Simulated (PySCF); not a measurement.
From one molecule to another.

First species: C7H11NSi.
SMILES: `C1=N[C@H]2[SiH2]CCCC2=C1`

Second species: C2H14OSi4.
SMILES: `O(CC)[Si@@H]([SiH3])[SiH2][SiH3]`

Levels: PBE0/pcSseg-1 for HOMO energy, LUMO energy and HOMO–LUMO gap. Geometries: GFN2-xTB. Each species is one conformer at its optimised geometry, gas phase, non-relativistic unless stated. Electronic properties by PySCF.

Dipoles, sizes and rotational constants follow the conformer. The torsions of the flexible species, by atom-mapped SMILES:
- `[CH3:1][CH2:2][O:3][Si@@H:4]([SiH3:5])[SiH2:6][SiH3:7]`: C1–C2–O3–Si4 -175°, C2–O3–Si4–Si5 53°, O3–Si4–Si6–Si7 10°

The conformers of `C1=N[C@H]2[SiH2]CCCC2=C1` aren't listed.

```tsv
property	column X	column Y
HOMO energy	-6.96 eV	-7.70 eV
LUMO energy	-0.69 eV	-1.15 eV
HOMO–LUMO gap	6.27 eV	6.55 eV
```

Question: Which column belongs to which species?

Answer: Column X is the first species and column Y the second. The first has 20 atoms and 74 electrons, the second 21 and 90.

Question: How does each property change from the first species to the second?

Answer: HOMO energy -0.74 eV; LUMO energy -0.46 eV; HOMO–LUMO gap +0.28 eV.

